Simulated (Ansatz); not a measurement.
# A relaxation, step by step

AlH$_{3}$O$_{3}$F$_{2}$, singlet, PBE0-D4/def2-TZVP (Ansatz 0.2.0). Settings:

```yaml
hamiltonian: {xc: pbe0, dispersion: d4}
relax: {f_tol: 0.005, max_steps: 200}
```

Start, a step off a saddle point along its unstable mode:

| atom | x (Å) | y (Å) | z (Å) |
| --- | --- | --- | --- |
| Al1 | -0.6940 | -0.1752 | -0.0214 |
| O2 | 0.7139 | -0.9024 | 1.0183 |
| F3 | -0.9235 | -1.5056 | -1.0234 |
| F4 | -2.1252 | 0.2607 | 0.6749 |
| H5 | 1.1481 | -0.1286 | 0.9428 |
| O6 | 0.4042 | 1.3376 | 0.3172 |
| O7 | 0.3202 | 0.9697 | -1.1196 |
| H8 | 1.2873 | -1.6002 | 0.6777 |
| H9 | -0.1310 | 1.7441 | -1.4663 |

| step | energy less the last (meV) | largest force component (eV/Å) |
| --- | --- | --- |
| 1 | 799.6 | 5.447 |
| 2 | 458.9 | 0.779 |
| 3 | 396.5 | 0.540 |
| 4 | 335.8 | 0.720 |
| 5 | 282.0 | 1.106 |
| 6 | 172.7 | 0.524 |
| 7 | 108.5 | 1.122 |
| 8 | 65.3 | 1.281 |
| 9 | 30.1 | 0.665 |
| 10 (rejected trial) | 39.8 | 0.454 |
| 11 | 4.3 | 0.169 |
| 12 | 2.2 | 0.122 |
| 13 | 1.4 | 0.076 |
| 14 | 0.6 | 0.068 |
| 15 (rejected trial) | 1.0 | 0.141 |
| 16 | 0.1 | 0.019 |
| 17 | 0.0 | 0.019 |
| 18 | 0.0 | 0.004 |

Step 2, positions (Å) and forces (eV/Å):

| atom | x | y | z | Fx | Fy | Fz |
| --- | --- | --- | --- | --- | --- | --- |
| Al1 | -0.681 | -0.161 | -0.016 | -0.229 | -0.045 | 0.011 |
| O2 | 0.709 | -0.947 | 1.037 | -0.151 | -0.779 | 0.125 |
| F3 | -0.887 | -1.482 | -1.025 | 0.133 | 0.208 | 0.112 |
| F4 | -2.120 | 0.244 | 0.682 | 0.000 | -0.042 | 0.035 |
| H5 | 1.216 | -0.125 | 1.005 | 0.628 | 0.636 | 0.161 |
| O6 | 0.389 | 1.370 | 0.289 | -0.217 | -0.290 | -0.157 |
| O7 | 0.297 | 1.004 | -1.150 | 0.052 | 0.295 | -0.155 |
| H8 | 1.243 | -1.672 | 0.691 | -0.237 | -0.025 | 0.003 |
| H9 | -0.167 | 1.769 | -1.513 | 0.022 | 0.042 | -0.135 |

Step 13, positions (Å) and forces (eV/Å):

| atom | x | y | z | Fx | Fy | Fz |
| --- | --- | --- | --- | --- | --- | --- |
| Al1 | -0.422 | -0.119 | -0.175 | 0.006 | 0.061 | -0.059 |
| O2 | 0.592 | -0.970 | 1.277 | -0.049 | -0.045 | -0.018 |
| F3 | -0.414 | -1.520 | -1.071 | 0.020 | 0.008 | 0.044 |
| F4 | -1.820 | 0.304 | 0.603 | -0.012 | 0.000 | 0.021 |
| H5 | 1.397 | -0.512 | 1.541 | 0.037 | 0.018 | 0.017 |
| O6 | 0.765 | 1.163 | -0.433 | -0.020 | -0.024 | 0.001 |
| O7 | -0.239 | 1.353 | -1.502 | 0.043 | -0.057 | -0.034 |
| H8 | 0.832 | -1.857 | 0.981 | 0.023 | -0.038 | 0.013 |
| H9 | -0.690 | 2.158 | -1.220 | -0.048 | 0.076 | 0.015 |

Step 14, positions (Å) and forces (eV/Å):

| atom | x | y | z | Fx | Fy | Fz |
| --- | --- | --- | --- | --- | --- | --- |
| Al1 | -0.422 | -0.112 | -0.181 | 0.011 | -0.055 | 0.040 |
| O2 | 0.594 | -0.982 | 1.276 | 0.050 | 0.031 | -0.025 |
| F3 | -0.410 | -1.519 | -1.066 | -0.001 | 0.010 | 0.002 |
| F4 | -1.816 | 0.312 | 0.605 | 0.004 | -0.003 | 0.010 |
| H5 | 1.391 | -0.520 | 1.563 | -0.068 | -0.054 | -0.020 |
| O6 | 0.763 | 1.167 | -0.445 | 0.021 | 0.002 | 0.009 |
| O7 | -0.247 | 1.357 | -1.508 | -0.008 | 0.037 | -0.010 |
| H8 | 0.844 | -1.868 | 0.981 | -0.009 | 0.052 | 0.011 |
| H9 | -0.696 | 2.166 | -1.225 | 0.000 | -0.020 | -0.016 |

Last step (18):

```xyz
9
angstrom
Al -0.4200 -0.1117 -0.1780
O 0.5918 -0.9875 1.2674
F -0.4168 -1.5177 -1.0645
F -1.8061 0.3171 0.6190
H 1.3700 -0.5247 1.5958
O 0.7640 1.1675 -0.4511
O -0.2477 1.3548 -1.5140
H 0.8623 -1.8615 0.9592
H -0.6974 2.1638 -1.2337
```

Time: 42 s of wall clock on 8 CPU threads of an Intel Xeon Platinum 8259CL; the host was shared. Peak host memory: 0.6 GiB.
